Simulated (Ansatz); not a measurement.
Caution, from a PySCF single point (PBE0-D3(BJ)/def2-TZVPD) at this geometry: the restricted solution is unstable towards spin-unrestricted or complex orbitals, so a lower solution exists and this singlet may not be the ground state. This singlet lies 0.19 eV below the relaxed triplet at the level frozen-core CCSD(T)/aug-cc-pVDZ // PBE0-D3(BJ)/def2-TZVPD (Ansatz, a program for electronic structure); other levels give the other order.

A geometry relaxed with PBE0-D3(BJ)/def2-TZVPD run with Ansatz, charge -1, multiplicity 1:

```xyz
5

H     -1.8573     1.3095     0.2444
Cl     3.2599     0.0569    -0.4716
Al    -0.9294     0.0678    -0.3070
H     -1.9134    -1.2494    -0.2547
Al     1.4401    -0.1849     0.7889
```

Task: Write the SMILES of this molecule.

Result: `[AlH2][Al-][Cl]`
